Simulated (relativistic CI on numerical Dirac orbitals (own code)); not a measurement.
Hyperfine structure of Tc³⁵⁺, mass number 99

Method of calculation: Dirac-Coulomb-Breit CI, orbitals from a KLI potential per configuration, model QED, unscaled Slater integrals (own radial code, finite nucleus).

Configuration list (outside the closed core 1s2): 2s2 2p4, 2s 2p5, 2p6, 2p5 3s, 2p5 3p, 2p5 3d, 2s2 2p3 3s, 2s2 2p3 3p, 2s2 2p3 3d, 2s 2p4 3s, 2s 2p4 3p, 2s 2p4 3d, 2s2 2p3 4s, 2s2 2p3 4p, 2s2 2p3 4d, 2s2 2p3 4f. Levels of other configurations are missing.

Nuclear spin I = 9/2, μ = 5.678 μN, Q = -0.129 b (tables of Stone and Pyykkö). The electronic factors are computed for point nuclear moments, without core polarisation or the Bohr-Weisskopf and QED corrections.

```tsv
Level	E (Ry)	A (GHz)	B (GHz)
2s2 2p4 3P_2	0.0000	175	-8.13
2s2 2p4 3P_1	8.7548	-38.23	17.1
2s2 2p4 1D_2	9.8213	403	42.4
2s 2p5 3P°_2	23.0542	973	34
2s 2p5 3P°_1	25.7172	-424.3	2.08
2s 2p5 1P°_1	34.4989	2011	15
```

Levels with J = 0, under 50 % of one LS term, or S terms without an open s electron are left out. Small factors come from cancelling terms and can be off by tens of per cent or more.

At this charge energies of transitions that change n are usually good to better than 1 %, and those within a shell (Δn = 0) to a few per cent.

Question: Give the hyperfine levels of 2s2 2p4 3P_2 relative to its centre of gravity.

Answer: With K = F(F + 1) − I(I + 1) − J(J + 1), E = AK/2 + B[¾K(K + 1) − I(I + 1)J(J + 1)]/[2I(2I − 1)J(2J − 1)]: F = 5/2: -1929, F = 7/2: -1313, F = 9/2: -522.7, F = 11/2: 439.9, F = 13/2: 1573 GHz.

LS names give the leading component of a level, which can be under half, so a name can repeat, a term be missing and a line seem to break the LS rules.
